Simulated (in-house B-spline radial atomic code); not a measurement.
Hg⁺. Computed with a B-spline radial atomic code. Model: non-relativistic spherical atom: semilocal Troullier-Martins pseudo-atom, one channel per l, against all electrons, high spin, G0W0 and RPA with empty states to l = 8, local potential for every l without a channel, a model core (radius 0 = none) keeps its share of the functional.

The core holds an angular momentum without a channel of its own, so the local potential lets valence electrons into it.

Without relativity these are model numbers for so heavy an element.

What the tables leave out is listed at the end.

The pseudopotential gives back the lowest level of each angular momentum of its own functional in the configuration it was made in; a second state of the same l is only approximately right. Exact exchange, RPA and GW see the smooth pseudo-orbitals and miss the exchange with the core, for which the functional's share stands in. The column with an uncorrelated core keeps all orbitals and exact exchange, and so separates missing core correlation from pseudisation. Only the three outermost levels and the lowest empty one were computed. RPA here is direct RPA, with no exchange kernel, and its energies carry an (l + 1/2)⁻⁴ tail. A hybrid on a potential with a model core restores only its own semilocal share of the core's exchange.

Command:
```bash
python run_psgw.py task.json out
```
Settings (lengths in bohr, energies in hartree):
```
Z                      80
electrons              79
configuration          [Xe] 4f14 5d10 6s1
generated_in           [Xe] 4f14 5d10 6s2
functional             lda,vwn
core_shells            12
radius_factor          0.8
core_correction        False
ion_configuration      [Xe] 4f14 5d10
```

Cost of the run: 60 s on 1 thread of Arm Neoverse V2, with other jobs on the host.

Given: made with LDA VWN5; model core radius 0 bohr; local radius 1.188 bohr; mean-field start LDA VWN5.

Valence shells of the generating configuration: 5d, 6s.

Channel: s 2.003, p 2.703, d 0.921 (radii in bohr).

Computed: largest level miss in the spin-unpolarised generating configuration 0 eV; valence RPA correlation energy all-electron orbitals -0.56951 hartree; valence RPA correlation energy pseudo -1.0054 hartree; all-electron RPA polarisability, core included 21.114 bohr³; ionisation by mean-field all-electron 16.566 eV; ionisation by RPA all-electron 16.357 eV; ionisation by RPA pseudo minus all 0.984 eV.

| level | occupied | mean-field all-electron (eV) | mean-field pseudo minus all (eV) | G0W0 all-electron (eV) | G0W0 uncorrelated core minus all (eV) | G0W0 pseudo minus all (eV) | exchange self-energy all-electron (eV) | exchange self-energy pseudo (eV) |
| --- | --- | --- | --- | --- | --- | --- | --- | --- |
| 6s up | 1 | -12.913 | -0.003 | -16.496 | 0.087 | -0.539 | -12.764 | -11.396 |
| 5d down | ? | ? | ? | ? | ? | ? | ? | ? |
| 5d up | 1 | -20.669 | 0.018 | -26.692 | -0.174 | 2.132 | -36.023 | -21.744 |
| 6s down (empty) | 0 | -12.155 | 0.016 | -8.7988 | 0.088 | -0.569 | -4.0149 | -2.663 |

**Question.** What belongs in the row 5d down?

**Answer.** occupied: 1; mean-field all-electron (eV): -20.46; mean-field pseudo minus all (eV): 0.05; G0W0 all-electron (eV): -26.458; G0W0 uncorrelated core minus all (eV): -0.172; G0W0 pseudo minus all (eV): 2.277; exchange self-energy all-electron (eV): -36.008; exchange self-energy pseudo (eV): -21.389.

**Question.** What is the pseudo-atom RPA polarisability?

**Answer.** 21.117 bohr³.

**Question.** What is the ionisation by mean-field pseudo minus all?

**Answer.** -0.002 eV.

Given: mean-field start PBE0.

Computed: valence RPA correlation energy pseudo -0.9637 hartree; all-electron RPA polarisability, core included 19.588 bohr³; pseudo-atom RPA polarisability 19.003 bohr³; ionisation by mean-field all-electron 15.881 eV; ionisation by RPA all-electron 16.213 eV; ionisation by RPA pseudo minus all 1.027 eV.

| level | occupied | mean-field all-electron (eV) | mean-field pseudo minus all (eV) | G0W0 all-electron (eV) | G0W0 uncorrelated core minus all (eV) | G0W0 pseudo minus all (eV) | exchange self-energy all-electron (eV) | exchange self-energy pseudo (eV) |
| --- | --- | --- | --- | --- | --- | --- | --- | --- |
| 6s up | 1 | -13.246 | -0.34 | -16.297 | 0.087 | -0.72 | -12.397 | -11.407 |
| 5d down | 1 | -22.222 | 0.67 | -26.674 | -0.186 | 2.26 | -36.229 | -21.413 |
| 6s down (empty) | 0 | -10.489 | -0.275 | -8.5669 | 0.086 | -0.628 | -3.6131 | -2.5494 |

**Question.** What is the ionisation by mean-field pseudo minus all?

**Answer.** 0.363 eV.

**Question.** What is the valence RPA correlation energy all-electron orbitals?

**Answer.** -0.53351 hartree.

Given: mean-field start Hartree-Fock.

Computed: valence RPA correlation energy all-electron orbitals -0.45455 hartree; pseudo-atom RPA polarisability 15.388 bohr³; ionisation by mean-field all-electron 14.462 eV; ionisation by mean-field pseudo minus all 1.014 eV; ionisation by RPA all-electron 15.855 eV; ionisation by RPA pseudo minus all 1.13 eV.

```tsv
level	occupied	mean-field all-electron (eV)	mean-field pseudo minus all (eV)	G0W0 all-electron (eV)	G0W0 uncorrelated core minus all (eV)	G0W0 pseudo minus all (eV)	exchange self-energy all-electron (eV)	exchange self-energy pseudo (eV)
6s up	1	-14.592	-1.06	-15.942	0.081	-1.266	-11.49	-11.32
5d down	1	-27.28	3.262	-27.258	-0.163	1.652	-36.504	-21.146
5d up	?	?	?	?	?	?	?	?
6s down (empty)	0	-6.5876	-0.641	-8.1086	0.063	-0.928	-2.3685	-2.0454
```

**Question.** What belongs in the row 5d up?

**Answer.** occupied: 1; mean-field all-electron (eV): -27.444; mean-field pseudo minus all (eV): 3.039; G0W0 all-electron (eV): -27.409; G0W0 uncorrelated core minus all (eV): -0.159; G0W0 pseudo minus all (eV): 1.491; exchange self-energy all-electron (eV): -36.329; exchange self-energy pseudo (eV): -21.389.

**Question.** What is the all-electron RPA polarisability, core included?

**Answer.** 16.308 bohr³.

**Question.** What is the valence RPA correlation energy pseudo?

**Answer.** -0.85475 hartree.

Among the listed levels the largest G0W0 shift of the pseudo-atom is +2.28 eV, for 5d down on the LDA VWN5 start, while leaving the core uncorrelated moves that level by -0.17 eV. So pseudisation and the lost core exchange, not the missing core correlation, make the error. Not in the tables (levels of low weight, unsolved or above zero; the highest and the empty levels are kept at any weight): on PBE0 the G0W0 levels 5d up (pseudo minus all +2.48 eV, weights 0.50 and 0.76).
